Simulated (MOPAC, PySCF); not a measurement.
[Ta(Cl)2(OH)3], neutral singlet in the gas phase. 

Cartesian coordinates (Å):
```xyz
9

Ta     0.5541    -0.1448     0.0208
Cl     1.3848    -1.8842     1.3189
Cl    -1.7493    -0.0035    -0.6520
O      0.7440    -1.0413    -1.6497
H      0.2067    -1.3203    -2.4109
O      1.8742     1.1657    -0.4020
H      1.9947     1.9256     0.2020
O     -0.0909     0.8789     1.5143
H     -0.9611     1.1968     1.8126
```
Charge 0, multiplicity 1.

All levels are single points at this geometry (BP86-D3(BJ)/def2-SVP); Pople sets use spherical d functions. Orbital energies aren't observables, and empty levels follow the basis.

```tsv
level	HOMO (eV)	LUMO (eV)	gap (eV)	dipole (D)	vertical IE, Delta-SCF (eV)
B3LYP-D3(BJ)/def2-TZVP in PySCF	-8.23	-2.06	6.18	1.66	–
PBE-D3(BJ)/def2-TZVP in PySCF	-7.03	-2.60	4.43	1.68	–
TPSSh-D3(BJ)/def2-TZVP in PySCF	-7.72	-2.23	5.49	1.70	–
B3LYP/6-311+G** (LANL2DZ on Ta) in PySCF	-8.45	-2.66	5.79	1.72	–
B3LYP/6-31G* (LANL2DZ on Ta) in PySCF	-8.23	-2.34	5.89	2.05	10.52
B3LYP/LANL2DZ in PySCF	-8.52	-2.64	5.88	2.29	–
BP86/6-31G* (LANL2DZ on Ta) in PySCF	-7.13	-2.93	4.20	2.08	–
M06-2X/6-31G* (LANL2DZ on Ta) in PySCF	-9.99	-1.43	8.56	2.08	–
PBE/6-31G* (LANL2DZ on Ta) in PySCF	-7.03	-2.82	4.21	2.08	–
SVWN5/6-31G* (LANL2DZ on Ta) in PySCF	-7.17	-2.96	4.21	2.09	10.19
HF/6-31G* (LANL2DZ on Ta) in PySCF	-12.19	0.91	13.10	2.10	10.38
PM6 in MOPAC	-9.66	-1.31	8.35	2.38	–
PM7 in MOPAC	-9.85	-1.37	8.48	1.74	–
```
